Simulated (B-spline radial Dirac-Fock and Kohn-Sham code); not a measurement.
## The Mn-like isoelectronic sequence (25 electrons), Z = 73 to 80

Level of theory: multi-electron Dirac-Fock with separately optimised hole states, Breit and Lamb-shift corrections added in first order; a B-spline atomic structure program. Binding energies in eV, tabulated ground configurations ([Ar] 3d7 throughout). The model has no electron correlation.

```
  ion       1s       2s    2p3/2   3p1/2  outermost level  NIST ionisation energy
Ta⁴⁸⁺  70227.0  14428.1  12627.6  4981.7      4304.2 (3d)                4278 ± 4
 W⁴⁹⁺  72437.0  14943.7  13049.4  5177.0      4469.8 (3d)                4446 ± 4
Re⁵⁰⁺        ?        ?        ?       ?                ?                       ?
Os⁵¹⁺  76988.2  16010.3  13914.5  5581.0      4810.3 (3d)                4779 ± 4
Ir⁵²⁺  79331.3  16561.8  14357.8  5789.8      4985.3 (3d)                4952 ± 4
Pt⁵³⁺  81719.8  17125.7  14808.3  6003.3      5163.5 (3d)                5128 ± 5
Au⁵⁴⁺  84154.9  17702.2  15266.1  6221.5      5344.7 (3d)                5307 ± 5
Hg⁵⁵⁺  86637.2  18291.6  15731.1  6444.6      5529.2 (3d)                5490 ± 5
```

Question: Fill in the row of Re⁵⁰⁺.

Answer: 1s 74690.6, 2s 15471.0, 2p3/2 13478.4, 3p1/2 5376.7, outermost 4638.5 (3d), NIST 4609 ± 4 eV.

NIST's values are for the lowest levels; a dash marks a value that is missing or belongs to another shell. Their kind here: semi-empirical, theoretical. Where a p, d or f shell is open in either ion the computed value averages over both j values and all terms, while the table refers to the lowest levels; that difference holds spin-orbit splitting (largest in heavy or highly charged ions), term energies where several electrons share open shells, and correlation, and it can reach 10 % or more.
